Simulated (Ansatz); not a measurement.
Ideal-gas functions of `O=C=[N][Zr]([Cl])([Cl])[N]=C=O` at 400 K and 1 bar, from an Ansatz frequency run at PBE0-D4/def2-TZVP.

Molar mass 246.16 g/mol, point group C2v (symmetry number 2), electronic degeneracy 1, moments of inertia 694.085, 907.31, 1081.966 u Å². Harmonic wavenumbers (cm⁻¹, unscaled): 27, 35, 40, 53, 98, 130, 146, 165, 176, 377, 428, 437, 442, 652, 652, 654, 654, 1466, 1475, 2332, 2370.

Use S(trans) = R[1.5 ln M + 2.5 ln T − 1.1517]; rotational temperatures θ = 24.2544 K / I; S(rot) = R[ln(√π/σ · √(T³/θAθBθC)) + 1.5]; for each mode x = 1.438777 ν̃/T, S = R[x/(eˣ − 1) − ln(1 − e⁻ˣ)] and H = RT x/(eˣ − 1); 1 cm⁻¹ = 0.0119627 kJ/mol; R = 8.31446 J/(mol·K).

Question: By hand: the entropy, in J/(mol·K).

Answer: Translation 183.6. Rotation: θ = 0.0349, 0.0267, 0.0224 K, giving 131.0. Vibration, mode by mode: 27.71, 25.55, 24.44, 22.11, 17.03, 14.71, 13.76, 12.77, 12.25, 6.39, 5.50, 5.36, 5.28, 2.90, 2.90, 2.89, 2.89, 0.27, 0.26, 0.02, 0.02, in all 205.0. Electronic 0.0. Sum 519.6 J/(mol·K).

Question: By hand: H − E and G − E in kJ/mol, counted from the electronic energy.

Answer: Zero-point energy ½ × 12809 × 0.0119627 = 76.6; thermal vibration 34.3; translation, rotation and pV give 4 RT = 13.3. H − E = 124.2 kJ/mol, and G − E = 124.2 − 400 × 519.6/1000 = -83.6 kJ/mol.

Vibration gives 39 % of the entropy, 145.3 J/(mol·K) of it from the modes under 150 cm⁻¹: soft modes count most, and the harmonic formula is weakest for them. The sum counts one conformer and one mirror image; others add a mixing term.
